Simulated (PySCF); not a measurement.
SnHCl3, SMILES [Cl][SnH]([Cl])[Cl].

The structure is a stationary point at B3LYP-D3(BJ)/def2-SVP. The def2 effective core potentials stand for the cores of Sn; spin–orbit coupling is left out.

The numbers are results of B3LYP-D3(BJ)/def2-SVP in PySCF, not measurements.

Frequencies are harmonic and unscaled.

Modes within 1.5 cm⁻¹ of each other (mostly degenerate sets) share a row, with their intensities summed.

Estimate the vibrational spectrum. (An estimate is asked for; the answer gives what the named calculation found.)


```csv
mode,ν (cm⁻¹),IR (km/mol),moving atoms (share of kinetic energy)
1–2,109,6.4,"Cl 88 %, Sn 12 %"
3,128,11.1,"Cl 64 %, Sn 35 %"
4,364,11.1,"Cl 89 %, Sn 11 %"
5–6,387,126.5,"Cl 71 %, Sn 29 %"
7–8,557,146.6,H 98 %
9,1947,73.4,H 99 %
```
